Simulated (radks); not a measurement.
The numbers below are computed, except where a source is named.
Coulomb parameter of the 4f shell of the promethium ion Pm3+ in the model configuration [Xe] 4f3 6p1, as a second difference U = [E(n + 0.25) + E(n - 0.25) - 2 E(n)] / (0.25)^2 with all orbitals relaxed. "Bare": the charge of the atom changes with n. "Screened": the 6p shell takes up the change at fixed total charge, which measures U(4f,4f) + U(6p,6p) - 2 U(4f,6p). Level of theory: Dirac Kohn-Sham, PBE, spin-unpolarised, spherical densities, point nucleus; open shells are shared between the two j in proportion to 2j + 1 (a radial shooting solver on a logarithmic mesh with Libxc functionals).

case                 configuration  E - E(n) (eV)
start                 [Xe] 4f3 6p1          0.000
bare +0.25         [Xe] 4f3.25 6p1        -10.055
bare -0.25         [Xe] 4f2.75 6p1         11.268
screened +0.25  [Xe] 4f3.25 6p0.75         -5.543
screened -0.25  [Xe] 4f2.75 6p1.25          6.125

U(bare) = 19.403 eV, U(screened by 6p) = 9.320 eV.
